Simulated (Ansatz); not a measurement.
Reaction (germylene formation by 1,1-elimination): `[OH][Ge]([OH])([F])[F]` → `[F][Ge][F]` + hydrogen peroxide

Program: Ansatz. Geometries: PBE0-D4/def2-TZVP. ΔE: electronic, gas phase. CBS: MP2 limit from def2 TZ/QZ plus the TZ coupled-cluster correction, frozen cores. This one scheme is used for every species. Functionals use def2-TZVPP. B3LYP here is the variant with VWN-RPA as its local correlation; programs differ in this. For Ge outer-core shells are correlated without core-valence functions, which leaves a few kJ/mol of doubt a bond. Scalar relativity is left out up to krypton. One conformer a species, not always the lowest.

Task: Is it downhill or uphill in electronic energy at CCSD(T)/CBS, and by how much? (Best estimate.)

Result: Computed: Uphill: ΔE = +110.2 kcal/mol.

Task: What do these levels give: LDA (SPW92), B97M-V, PBE0-D4, B3LYP-D4, r2SCANh-D4, PBE-QIDH, LC-ωPBE, MP2/def2-SVP, CCSD/def2-SVP, MP2/def2-TZVPP, CCSD(T)/def2-TZVPP, SCS-MP2/def2-QZVPP? (Best estimate.)

Result: Computed: LDA (SPW92) 107.3, B97M-V 108.5, PBE0-D4 106.8, B3LYP-D4 100.4, r2SCANh-D4 111.9, PBE-QIDH 117.8, LC-ωPBE 110.3, MP2/def2-SVP 118.2, CCSD/def2-SVP 109.9, MP2/def2-TZVPP 120.9, CCSD(T)/def2-TZVPP 113.8, SCS-MP2/def2-QZVPP 115.1 kcal/mol.

Largest T1 diagnostic among the species: 0.015.

From BLYP to BHLYP (50 % exact exchange), in def2-TZVPP and without D4, ΔE moves by +21.3 kcal/mol. At CCSD(T), def2-SVP lies −1.4 kcal/mol from the extrapolated value and def2-TZVPP +3.6 kcal/mol.
